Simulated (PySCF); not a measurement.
Electron correlation in Co (cobalt, neutral)

[Ar] 3d7 4s2, high-spin 4F determinant. Computed with PySCF 2.14 in ANO-RCC-VTZP (6s5p3d2f1g, 59 functions), with the spin-free X2C one-electron Hamiltonian (Gaussian nucleus). Frozen: [Ar]; 9 electrons correlated.

```json
{"level": "CCSD", "correlation energy (mhartree)": "-241.09"}
{"level": "(T)", "correlation energy (mhartree)": "-8.16"}
{"level": "CCSD(T)", "correlation energy (mhartree)": "-249.25"}
```

Diagnostics: T1 = 0.017, D1 = 0.0581, largest double amplitude 0.115.

Cost of the coupled-cluster step: about 3 core-seconds, for 9 correlated electrons.

Iterations:

```
CC2 = 0
CCSD nocc = (np.int64(6), np.int64(3)), nmo = (50, 50)
frozen orbitals [[0, 1, 2, 3, 4, 5, 6, 7, 8], [0, 1, 2, 3, 4, 5, 6, 7, 8]]
max_cycle = 100
direct = 0
conv_tol = 1e-08
conv_tol_normt = 1e-06
diis_space = 8
diis_start_cycle = 0
Init t2, MP2 energy = -0.238168215549377
Init E_corr(UCCSD) = -0.238168215562899
cycle = 1  E_corr(UCCSD) = -0.233411186081028  dE = 0.00475702948  norm(t1,t2) = 0.0733586
cycle = 2  E_corr(UCCSD) = -0.239094878046351  dE = -0.00568369197  norm(t1,t2) = 0.028998
cycle = 3  E_corr(UCCSD) = -0.240180330582919  dE = -0.00108545254  norm(t1,t2) = 0.0129421
cycle = 4  E_corr(UCCSD) = -0.241036585089186  dE = -0.000856254506  norm(t1,t2) = 0.00432023
cycle = 5  E_corr(UCCSD) = -0.241093241853602  dE = -5.66567644e-05  norm(t1,t2) = 0.00120029
cycle = 6  E_corr(UCCSD) = -0.241080756651452  dE = 1.24852022e-05  norm(t1,t2) = 0.000766278
cycle = 7  E_corr(UCCSD) = -0.241094420803928  dE = -1.36641525e-05  norm(t1,t2) = 0.000372308
cycle = 8  E_corr(UCCSD) = -0.241095144761264  dE = -7.23957336e-07  norm(t1,t2) = 0.000135426
cycle = 9  E_corr(UCCSD) = -0.241093623671475  dE = 1.52108979e-06  norm(t1,t2) = 7.22847e-05
cycle = 10  E_corr(UCCSD) = -0.24109355257283  dE = 7.10986453e-08  norm(t1,t2) = 3.10302e-05
cycle = 11  E_corr(UCCSD) = -0.241093843215606  dE = -2.90642776e-07  norm(t1,t2) = 1.70927e-05
cycle = 12  E_corr(UCCSD) = -0.241093757636194  dE = 8.55794115e-08  norm(t1,t2) = 9.09207e-06
cycle = 13  E_corr(UCCSD) = -0.241093568944184  dE = 1.8869201e-07  norm(t1,t2) = 3.97458e-06
cycle = 14  E_corr(UCCSD) = -0.241093609936066  dE = -4.09918819e-08  norm(t1,t2) = 1.72798e-06
cycle = 15  E_corr(UCCSD) = -0.241093627239878  dE = -1.7303812e-08  norm(t1,t2) = 5.51002e-07
cycle = 16  E_corr(UCCSD) = -0.241093636399011  dE = -9.15913331e-09  norm(t1,t2) = 2.06137e-07
UCCSD converged
E(UCCSD) = -1392.115238245726  E_corr = -0.2410936363990114
UCCSD(T) correction = -0.00816451011287478
```
